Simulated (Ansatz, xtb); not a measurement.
**Two isomers of C2H10AlN**

We compare a, `C[CH2][AlH2-][NH3+]`, a singlet, with b, `C[NH2+][AlH2-][CH3]`, a singlet. Both are isolated molecules in the gas phase, relaxed with B3LYP-D3(BJ)/6-311G**; the shapes shown needn't be the lowest conformers.

a (Å):

```yaml
atoms:
  - { symbol: C, position_ang: [-0.1755, 1.4870, 0.5484] }
  - { symbol: C, position_ang: [0.4672, 0.1287, 0.2018] }
  - { symbol: Al, position_ang: [0.1100, -0.4968, -1.6538] }
  - { symbol: N, position_ang: [1.1509, -2.3130, -1.6454] }
  - { symbol: H, position_ang: [0.0373, 1.8064, 1.5751] }
  - { symbol: H, position_ang: [-1.2647, 1.4519, 0.4426] }
  - { symbol: H, position_ang: [0.1845, 2.2799, -0.1154] }
  - { symbol: H, position_ang: [1.5527, 0.1983, 0.3643] }
  - { symbol: H, position_ang: [0.1115, -0.6252, 0.9192] }
  - { symbol: H, position_ang: [0.8938, 0.2276, -2.8510] }
  - { symbol: H, position_ang: [-1.3557, -1.0575, -1.9847] }
  - { symbol: H, position_ang: [0.7872, -2.9450, -0.9357] }
  - { symbol: H, position_ang: [2.1406, -2.1719, -1.4558] }
  - { symbol: H, position_ang: [1.0736, -2.7826, -2.5446] }
```

b (Å):

```yaml
atoms:
  - { symbol: C, position_ang: [1.4618, 1.6859, -0.5716] }
  - { symbol: C, position_ang: [-0.1602, -0.0919, -3.1893] }
  - { symbol: Al, position_ang: [-0.3311, -0.6383, -1.2894] }
  - { symbol: N, position_ang: [1.3708, 0.2096, -0.4440] }
  - { symbol: H, position_ang: [2.3469, 2.0890, -0.0743] }
  - { symbol: H, position_ang: [0.5648, 2.1247, -0.1358] }
  - { symbol: H, position_ang: [1.4906, 1.9420, -1.6296] }
  - { symbol: H, position_ang: [1.3796, -0.0568, 0.5384] }
  - { symbol: H, position_ang: [2.1891, -0.2296, -0.8607] }
  - { symbol: H, position_ang: [-0.0233, -2.1712, -0.9277] }
  - { symbol: H, position_ang: [-1.4325, 0.1090, -0.3925] }
  - { symbol: H, position_ang: [-0.2697, 0.9884, -3.3391] }
  - { symbol: H, position_ang: [0.8001, -0.3895, -3.6290] }
  - { symbol: H, position_ang: [-0.9353, -0.5664, -3.8021] }
```

Quicker runs give these differences E(b) − E(a): GFN2-xTB −20.3 kJ/mol; HF/STO-3G +4.5 kJ/mol (at GFN2-xTB geometries); r2SCAN-D4/def2-SVP +9.0 kJ/mol (at GFN2-xTB geometries).

Question: Which of the two would you expect CCSD(T)/def2-SVP + ΔMP2/def2-TZVPP electronic energies to favour?

Answer: Structure a; the calculation gives E(b) − E(a) = +9.5 kJ/mol.

How the difference moves with the method:

```csv
level,geometry,E(b) − E(a) (kJ/mol),departure from the last row (kJ/mol),"job, with rough time for the two"
GFN2-xTB,GFN2-xTB,−20.3,−29.8,"optimisation, 0.48 s"
HF/STO-3G,GFN2-xTB,+4.5,−5.0,"single point, 0.9 s"
r2SCAN-D4/def2-SVP,GFN2-xTB,+9.0,−0.6,"single point, 6.9 s"
B3LYP-D3(BJ)/6-311G**,B3LYP-D3(BJ)/6-311G**,+7.3,−2.2,"optimisation, 1.8 min"
HF/def2-SVP,B3LYP-D3(BJ)/6-311G**,+6.4,−3.1,part of the CCSD(T) run
MP2/def2-SVP,B3LYP-D3(BJ)/6-311G**,+12.7,+3.2,part of the CCSD(T) run
CCSD(T)/def2-SVP,B3LYP-D3(BJ)/6-311G**,+10.3,+0.8,single point
CCSD(T)/def2-SVP + ΔMP2/def2-TZVPP,B3LYP-D3(BJ)/6-311G**,+9.5,,"single point, 52 s"
```

As drawn, b has 1 C–N, 1 C–H in place of 1 C–C, 1 N–H.

GFN2-xTB puts the two in the other order. The largest departure from CCSD(T)/def2-SVP + ΔMP2/def2-TZVPP is that of GFN2-xTB, 29.8 kJ/mol. The last row adds to CCSD(T) the change of the MP2 difference between the two basis sets, here −0.8 kJ/mol.

With harmonic frequencies from B3LYP-D3(BJ)/6-311G** (ideal gas, rigid rotor, one conformer each, 298.15 K, 1 atm): on the last row, ΔE + ΔZPE = +9.8 kJ/mol. A mode under 50 cm⁻¹ makes harmonic enthalpies and free energies unreliable, so none is given.

The correlated steps freeze 8 core orbitals. Programs: Ansatz 0.2.0, xtb 6.7.1; the last row on 2 threads of Intel(R) Xeon(R) Processor @ 2.50GHz (Skylake/Cascade Lake) on a shared host.
